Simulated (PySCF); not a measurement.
# UHF on Fe²³⁺ (iron, charge +23)

Configuration: [He] 2s1, 2S determinant. All numbers are calculated (PySCF 2.14, the non-relativistic Hamiltonian (point nucleus), in an even-tempered Gaussian basis (17 s from 5.5 bohr⁻², ratio 2.2; 8 p from 8.6 bohr⁻², ratio 2.4; 6 d from 26 bohr⁻², ratio 2.4; 5 f from 39 bohr⁻², ratio 2.4; 4 g from 58 bohr⁻², ratio 2.4)).

| Property | Result |
| --- | --- |
| Total energy | -734.263027 hartree |
| One-electron energy | -760.1414 hartree |
| Hartree (Coulomb) energy | 44.2771 hartree |
| Exchange energy | -18.3987 hartree |
| Kinetic energy | 734.26328 hartree |
| ⟨S²⟩ | 0.7500 |
| ⟨L²⟩ | 0.000 |
| Sum of ⟨r⟩ | 0.3596 bohr |
| Sum of ⟨r²⟩ | 0.07774 bohr² |
| Density at the nucleus (Gaussians lack the cusp) | 11400 bohr⁻³ |
| Spin density at the nucleus | 621 bohr⁻³ |

```csv
shell,electrons,mean orbital energy (hartree),"rms radius, mean of both spins (bohr)"
1s α,1,-317.25520,0.0677
1s β,1,-316.72676,0.0677
2s α,1,-74.40269,0.262
```
